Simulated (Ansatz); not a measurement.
The pair A = CH4 (SMILES C) (first 5 atoms), B = SiH4 (SMILES [SiH4]); geometry from B3LYP-D3(BJ)/def2-TZVP.
(charge 0, multiplicity 1):
```xyz
10

C      0.04924    -0.11821    -0.08035
H     -0.18798     0.90474     0.20852
H      1.02350    -0.39275     0.32162
H     -0.70971    -0.79264     0.31377
H      0.07116    -0.19237    -1.16676
Si    -0.04872     0.11758     3.67886
H      0.65738     1.29737     3.13200
H     -0.08581     0.20770     5.15641
H      0.66491    -1.11558     3.27939
H     -1.43183     0.08127     3.15403
```

MP2 and its Hartree–Fock in aug-cc-pV(Q+d)Z are density fitted.

Run with Ansatz (Gaussian basis) for Hartree–Fock, density functionals and correlated methods. 

Total energies (hartree), monomers frozen at their geometry in the pair:

```json
[
 {"structure": "AB", "HF/aug-cc-pV(D+d)Z": "-331.4494715", "HF/aug-cc-pV(Q+d)Z": "-331.4829182", "PBE/def2-TZVPPD": "-332.1863055"},
 {"structure": "A in the pair's basis", "HF/aug-cc-pV(D+d)Z": "-40.1998339", "HF/aug-cc-pV(Q+d)Z": "-40.2162126", "PBE/def2-TZVPPD": "-40.4643364"},
 {"structure": "B in the pair's basis", "HF/aug-cc-pV(D+d)Z": "-291.2505746", "HF/aug-cc-pV(Q+d)Z": "-291.2676336", "PBE/def2-TZVPPD": "-291.7217450"},
 {"structure": "A", "HF/aug-cc-pV(D+d)Z": "-40.1996327", "HF/aug-cc-pV(Q+d)Z": "-40.2162046", "PBE/def2-TZVPPD": "-40.4643081"},
 {"structure": "B", "HF/aug-cc-pV(D+d)Z": "-291.2503251", "HF/aug-cc-pV(Q+d)Z": "-291.2676280", "PBE/def2-TZVPPD": "-291.7217181"}
]
```

**Question.** Work out the interaction energy without and with the counterpoise correction, and the superposition error, for each level.

**Answer.** 
E(AB) − E(A) − E(B), times 627.509 kcal/mol, with the monomers in their own basis and then in the pair's basis:
- HF/aug-cc-pV(D+d)Z: 0.31 uncorrected, 0.59 corrected; the monomers gain 0.28 kcal/mol from borrowed functions
- HF/aug-cc-pV(Q+d)Z: 0.57 uncorrected, 0.58 corrected; the monomers gain 0.01 kcal/mol from borrowed functions
- PBE/def2-TZVPPD: -0.18 uncorrected, -0.14 corrected; the monomers gain 0.03 kcal/mol from borrowed functions

Ansatz is a first-principles code.
